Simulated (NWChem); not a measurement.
# CH₃FN₂OSi; SMILES N#CO[Si@H](N)F

```xyz
9

N      0.6465     2.9111     0.2837
C      0.0956     1.8891     0.2626
O     -0.5514     0.7854     0.2599
Si    -0.1208    -0.6916    -0.4773
N     -1.1543    -1.8657     0.1387
F      1.4245    -0.8621    -0.0513
H     -0.2228    -0.5886    -1.9428
H     -1.2903    -2.0522     1.1248
H     -1.6723    -2.4924    -0.4634
```
Atoms are numbered in this order, from 1.

Computed with NWChem. Pople sets run with spherical d functions. Coordinates come from a PBE0/def2-SVP optimisation.

```csv
atom,ESP charge (e),Mulliken charge (e)
N1,-0.586,-0.40
C2,0.620,0.59
O3,-0.483,-0.74
Si4,1.306,1.46
N5,-1.146,-1.07
F6,-0.397,-0.52
H7,-0.185,-0.14
H8,0.456,0.41
H9,0.414,0.41
```

Find the dipole moment that each set of point charges gives, and compare with the Hartree-Fock/6-31G* density's own.


1. μ = Σ q r × 4.8032 D/(e Å). ESP charges give (-3.33, -5.74, -1.01) D, of length 6.72 D.
2. Mulliken charges give (-3.17, -4.69, -2.05) D, of length 6.0 D.
3. The density's dipole is 6.67 D: the ESP set is off by 0.05 D in length and the Mulliken set by 0.6 D. ESP charges are fitted to the potential outside the molecule; Mulliken charges are a partition of the basis functions.
